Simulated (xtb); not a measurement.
Input file for xtb: GFN1-xTB on CH4 (SMILES C).

```
$ xtb mol.xyz --gfn 1 --sp --chrg 0 --uhf 0
5

C     -0.02306616     0.00422561    -0.17709725
H     -0.03907513     0.12355951    -1.25930005
H      0.86418262    -0.56111658     0.10647399
H      0.00303375     0.98590100     0.29381095
H     -0.92088547    -0.52784440     0.13624174
```

Output:

```
[...]
           -------------------------------------------------
          |                Calculation Setup                |
           -------------------------------------------------



           -------------------------------------------------
          |                 G F N 1 - x T B                 |
           -------------------------------------------------

        Reference                      10.1021/acs.jctc.7b00118
      * Hamiltonian:
        H0-scaling (s, p, d)           1.850000    2.250000    2.000000
        zeta-weighting                 0.000000
      * Dispersion:
        s8                             2.400000
        a1                             0.630000
        a2                             5.000000
        s9                             0.000000
      * Repulsion:
        kExp                           1.500000
        rExp                           1.000000
      * Coulomb:
        alpha                          2.000000
        third order                    atomic
        anisotropic                    false
      * Halogen bond correction:
        rad-scale                      1.300000
        damping                        0.440000


          ...................................................
          :                      SETUP                      :
          :.................................................:
          :  # basis functions                  12          :
          :  # atomic orbitals                  12          :
          :  # shells                           10          :
          :  # electrons                         8          :
          :  # halogen bonds                     0          :
          :  max. iterations                   250          :
          :  Hamiltonian                  GFN1-xTB          :
          :  restarted?                      false          :
          :  GBSA solvation                  false          :
          :  PC potential                    false          :
          :  electronic temp.          300.0000000     K    :
          :  accuracy                    1.0000000          :
          :  -> integral cutoff          0.2500000E+02      :
          :  -> integral neglect         0.1000000E-07      :
          :  -> SCF convergence          0.1000000E-05 Eh   :
          :  -> wf. convergence          0.2000000E-04 e    :
          :  Broyden damping             0.4000000          :
          :  net charge                          0          :
          :  unpaired electrons                  0          :
          ...................................................

 iter      E             dE          RMSdq      gap      omega  full diag
   1     -4.3382520 -0.433825E+01  0.679E+00    9.80       0.0  T
   2     -4.3399124 -0.166036E-02  0.411E+00    9.88       1.0  T
   3     -4.3402215 -0.309062E-03  0.480E-01   10.03       1.0  T
   4     -4.3403375 -0.116064E-03  0.348E-01    9.93       1.0  T
   5     -4.3404224 -0.849125E-04  0.138E-02    9.97       3.3  T
   6     -4.3404226 -0.146941E-06  0.403E-04    9.97     111.1  T
   7     -4.3404226 -0.124126E-09  0.662E-05    9.97     675.4  T
   8     -4.3404226 -0.337241E-11  0.815E-07    9.97   54883.9  T

   *** convergence criteria satisfied after 8 iterations ***

         #    Occupation            Energy/Eh            Energy/eV
      -------------------------------------------------------------
         1        2.0000           -0.6266460             -17.0519
         2        2.0000           -0.5132162             -13.9653
         3        2.0000           -0.5128440             -13.9552
         4        2.0000           -0.5121741             -13.9370 (HOMO)
         5                         -0.1458250              -3.9681 (LUMO)
         6                         -0.0596023              -1.6219
         7                         -0.0594010              -1.6164
         8                         -0.0591054              -1.6083
         9                          0.2654411               7.2230
       ...                                ...                  ...
        12                          0.5141190              13.9899
      -------------------------------------------------------------
                  HL-Gap            0.3663491 Eh            9.9689 eV
             Fermi-level           -0.3289996 Eh           -8.9525 eV

 SCC (total)                   0 d,  0 h,  0 min,  0.003 sec
 SCC setup                      ...        0 min,  0.000 sec (  4.113%)
 Dispersion                     ...        0 min,  0.000 sec (  2.170%)
 classical contributions        ...        0 min,  0.000 sec (  0.946%)
 integral evaluation            ...        0 min,  0.001 sec ( 18.283%)
 iterations                     ...        0 min,  0.001 sec ( 40.636%)
 molecular gradient             ...        0 min,  0.001 sec ( 27.609%)
 printout                       ...        0 min,  0.000 sec (  5.806%)

         :::::::::::::::::::::::::::::::::::::::::::::::::::::
         ::                     SUMMARY                     ::
         :::::::::::::::::::::::::::::::::::::::::::::::::::::
         :: total energy              -4.274231611474 Eh    ::
         :: gradient norm              0.004660566081 Eh/a0 ::
         :: HOMO-LUMO gap              9.968867000078 eV    ::
         ::.................................................::
         :: SCC energy                -4.340422587133 Eh    ::
         :: -> electrostatic           0.000089651000 Eh    ::
         :: repulsion energy           0.066645723572 Eh    ::
         :: dispersion energy         -0.000454747913 Eh    ::
         :: halogen bond corr.         0.000000000000 Eh    ::
         :: add. restraining           0.000000000000 Eh    ::
         :: total charge               0.000000000000 e     ::
         :::::::::::::::::::::::::::::::::::::::::::::::::::::

           -------------------------------------------------
          |                Property Printout                |
           -------------------------------------------------

    * Orbital Energies and Occupations

         #    Occupation            Energy/Eh            Energy/eV
      -------------------------------------------------------------
         1        2.0000           -0.6266460             -17.0519
         2        2.0000           -0.5132162             -13.9653
         3        2.0000           -0.5128440             -13.9552
         4        2.0000           -0.5121741             -13.9370 (HOMO)
         5                         -0.1458250              -3.9681 (LUMO)
         6                         -0.0596023              -1.6219
         7                         -0.0594010              -1.6164
         8                         -0.0591054              -1.6083
         9                          0.2654411               7.2230
        10                          0.2697756               7.3410
        11                          0.2714922               7.3877
        12                          0.5141190              13.9899
      -------------------------------------------------------------
                  HL-Gap            0.3663491 Eh            9.9689 eV
             Fermi-level           -0.3289996 Eh           -8.9525 eV

  Mulliken/CM5 charges         n(s)   n(p)   n(d)
     1C    -0.13056 -0.32199   0.986  3.144  0.000
     2H     0.03250  0.08041   0.967  0.000  0.000
     3H     0.03269  0.08051   0.967  0.000  0.000
     4H     0.03269  0.08057   0.967  0.000  0.000
     5H     0.03268  0.08050   0.967  0.000  0.000

Wiberg/Mayer (AO) data.
largest (>0.10) Wiberg bond orders for each atom

 ---------------------------------------------------------------------------
     #   Z sym  total        # sym  WBO       # sym  WBO       # sym  WBO
Note: The following floating-point exceptions are signalling: IEEE_DENORMAL
normal termination of xtb
 ---------------------------------------------------------------------------
     1   6 C    3.993 --     2 H    0.998     4 H    0.998     3 H    0.998
                             5 H    0.998
     2   1 H    1.002 --     1 C    0.998
     3   1 H    1.001 --     1 C    0.998
     4   1 H    1.001 --     1 C    0.998
     5   1 H    1.001 --     1 C    0.998
 ---------------------------------------------------------------------------

Topologies differ in total number of bonds
Writing topology from bond orders to xtbtopo.mol

 dipole moment from electron density (au)
     X       Y       Z
  -0.0001   0.0009  -0.0031  total (Debye):    0.008


           -------------------------------------------------
          | TOTAL ENERGY               -4.274231611474 Eh   |
          | GRADIENT NORM               0.004660566081 Eh/α |
          | HOMO-LUMO GAP               9.968867000078 eV   |
           -------------------------------------------------

------------------------------------------------------------------------
------------------------------------------------------------------------
 total:
 SCF:
```

The run finished.

Cost: very roughly 0.05 core-seconds.
